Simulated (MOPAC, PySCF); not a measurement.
Isomers of C2H3BO. All species are isolated molecules in the gas phase. One relaxed conformer stands for each flexible species; it need not be the lowest. Strings in code marks are SMILES.

Quantity: vertical ionisation energy (energy after one electron is removed minus that of the parent at the parent's geometry), in eV.

Level 1: B3LYP/6-31G* // PBE-D3(BJ)/def2-TZVP (PySCF)
Level 2: PBE/6-31G* // PBE-D3(BJ)/def2-TZVP (PySCF)
Level 3: minus the HOMO energy of PM6 // PBE-D3(BJ)/def2-TZVP (MOPAC)
Level 4: minus the HOMO energy of SVWN5/6-31G* // PBE-D3(BJ)/def2-TZVP (PySCF)

```
species                           level 1  level 2  level 3  level 4
--------------------------------  -------  -------  -------  -------
`BOC#C`                             10.12    10.06    10.70     6.46
`B=CC=O`                             9.59     9.24     9.62     5.49
`B=C=CO`                             8.35     8.38     8.64     5.03
`B1[C@@H]2O[C@H]12`                  9.11     9.03     9.42     5.33
`[H]/B=C1\CO1`                       8.27     8.17     8.14     4.69
`OB1C=C1` (H–O–B–C torsion 180°)     9.94     9.67    10.04     5.97
`OC1=CB1` (H–O–C–C torsion 180°)    10.40    10.14    10.38     6.48
`C=C1BO1`                            9.64     9.64    10.18     6.10
```
